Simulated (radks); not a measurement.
Spherical quantum dot in the effective-mass picture: electrons in a parabolic well V = omega^2 r^2 / 2 with omega = 2.7, all in effective atomic units (hartree* = m*/eps^2 hartree, bohr* = eps/m* bohr), one dielectric constant everywhere. Method: non-relativistic Kohn-Sham, PBEsol, spin-polarised, spherical densities; computed with a radial shooting solver with Libxc functionals. Levels are named by radial order and angular momentum (1s, 1p, 1d, 2s, ...), and open shells are averaged over m.

N = 4, configuration 1s2 1p(up 2, down 0). This is the lowest configuration that the search found. Occupied and some empty levels:

| level | occupation | eigenvalue (hartree*) | <r> (bohr*) |
|---|---|---|---|
| 1s up | 1 | 7.5673 | 0.7517 |
| 1s down | 1 | 7.7563 | 0.7444 |
| 1p up | 2 | 9.8377 | 0.9727 |
| 1p down | 0 | 10.065 | 0.9736 |
| 1d up | 0 | 12.241 | 1.147 |
| 1d down | 0 | 12.461 | 1.153 |
| 2s up | 0 | 12.461 | 1.060 |
| 2s down | 0 | 12.600 | 1.067 |
| 1f up | 0 | 14.725 | 1.297 |
| 1f down | 0 | 14.918 | 1.305 |

Energy (hartree*): total 27.4760, kinetic 9.4627, external 12.352, Hartree 8.3342, exchange-correlation -2.6728.

Electron density:

| r (bohr*) | n(r) (e/bohr*^3) |
|---|---|
| 0.0831 | 1.164 |
| 0.222 | 1.138 |
| 0.361 | 1.077 |
| 0.499 | 0.9682 |
| 0.638 | 0.8111 |
| 0.777 | 0.6233 |
| 0.916 | 0.4338 |
| 1.05 | 0.2715 |
| 1.19 | 0.1513 |
| 1.33 | 0.07513 |
| 1.47 | 0.03329 |
| 1.61 | 0.01318 |
| 1.75 | 0.004700 |
